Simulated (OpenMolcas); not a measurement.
# Levels of Ne6+ by method

```yaml
Program: OpenMolcas
Basis: ANO-RCC-VTZP [4s3p2d1f]
Scalar_Hamiltonian: DKH2, point nucleus
Active_space: 2 electrons in 9 orbitals (RAS2 2s 2p; RAS3 3d, at most 2 electrons)
State_averaging: 2S+1 = 3 even, 3 roots; 2S+1 = 1 even, 7 roots (6 in the spin-orbit step); 2S+1 = 3 odd, 3 roots; 2S+1 = 1 odd, 3 roots
Spin-orbit_coupling: state interaction with AMFI integrals over the reference wave functions, term energies averaged over their components
```

Methods on the same reference wave functions:
A. RASSCF
B. SS-RASPT2, IPEA 0.25 Eh, imaginary shift 0.1 Eh (closed shells correlated: 1s)
C. XMS-RASPT2, IPEA 0.25 Eh, imaginary shift 0.1 Eh (closed shells correlated: 1s)

Energies in cm⁻¹ above 2s² ¹S₀, the measured ground level; measured values from NIST levels in Podobedova, Fuhr, Reader and Wiese, J. Phys. Chem. Ref. Data 33, 525 (2004).

```json
{"Level": "2s² ¹S₀", "A": "0.0", "B": "0.0", "C": "0.0", "Measured": "0.0"}
{"Level": "2s 2p ³P°₀", "A": "111538", "B": "111477", "C": "111547", "Measured": ""}
{"Level": "2s 2p ³P°₁", "A": "112027", "B": "111966", "C": "112036", "Measured": ""}
{"Level": "2s 2p ³P°₂", "A": "113019", "B": "112958", "C": "113029", "Measured": ""}
{"Level": "2s 2p ¹P°₁", "A": "218064", "B": "216273", "C": "216303", "Measured": "214952"}
{"Level": "2p² ³P₀", "A": "291521", "B": "290470", "C": "290528", "Measured": ""}
{"Level": "2p² ³P₁", "A": "292008", "B": "290957", "C": "291015", "Measured": ""}
{"Level": "2p² ³P₂", "A": "292967", "B": "291915", "C": "291972", "Measured": ""}
```

Between B and C the level of the table that moves most is 2s 2p ³P°₀, by 70 cm-1 (lowest in B, highest in C).

The lowest spin-free term lies below A's lowest term by 0.008 hartree in B, 0.008 hartree in C.

Active for correlation alone: 3d; no level in the range computed is led by a configuration that fills it, so any true level of that kind is missing. Only configurations of the active space appear. Levels that lie high or do not pair safely by name in every column are left out.

° marks odd parity.
